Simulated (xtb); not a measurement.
Bi(F)(Me)2 (C₂H₆BiF), SMILES [CH3][Bi]([CH3])[F]. All values are semi-empirical tight-binding results from xtb (GFN2-xTB unless named), good for trends rather than for accurate numbers. The structure is a stationary point at GFN2-xTB. The structure was generated by enumeration; whether it is a known compound was not checked.

For metal compounds this method's bond lengths and energies can be far off.

```
Property                                      Result
-------------------------------------  -------------
orbital gap                                  5.69 eV
zero-point energy                      46.0 kcal/mol
G − E(el) at 298.15 K (modified RRHO)  24.9 kcal/mol
```
